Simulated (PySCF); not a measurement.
# Ionising SrTe

RHF-CCSD(T); PySCF, scalar-relativistic core potentials, basis sets Sr def2-SVP with ECP28, Te def2-SVP with ECP28. Neutral (RHF): singlet (closed shell), Re = 2.876 Å, ωe = 203 cm⁻¹, De = 1.96 eV.

SrTe⁺ (UHF): doublet (π ↑), Re = 3.020 Å, ωe = 181 cm⁻¹, De = 1.65 eV to Sr⁺ + Te. The energies at the minima are -297.58878 hartree for SrTe and -297.37372 for SrTe⁺.

Work out the adiabatic ionisation energy, without and with harmonic zero-point energies (1 hartree = 27.2114 eV, 1 eV = 8065.5 cm⁻¹), and the change of the bond length.

At CCSD(T): 0.21506 hartree = 5.852 eV between the minima; the zero-point term (181.0 − 203.0)/2 cm⁻¹ = -0.001 eV makes it 5.851 eV. Re changes by +14.4 pm against the neutral. The electron leaves a π orbital, and the longer bond of the ion fits a bonding orbital, or a change in how ionic the bond is.

Correlated steps freeze 4 core orbitals. Correlated levels converge slowly with the basis: in double zeta they bind strong bonds too weakly, by up to about 1 eV, and carry superposition errors of some tenths. These are scalar-relativistic numbers at best; spin–orbit coupling would shift them, the dissociation energy most. For an ion De counts to the pair picked by the measured ionisation energies or electron affinities, which need not be the lowest pair at this level. Where the molecule has an RHF reference, its open-shell atoms are computed with UHF. The CCSD T1 diagnostic is raised in SrTe, a sign that a single reference may not be enough there. States were picked by a PBE0 search and need not be the measured ground states.

Neutral and ion stand on different kinds of reference determinant, which adds to the error of the difference.
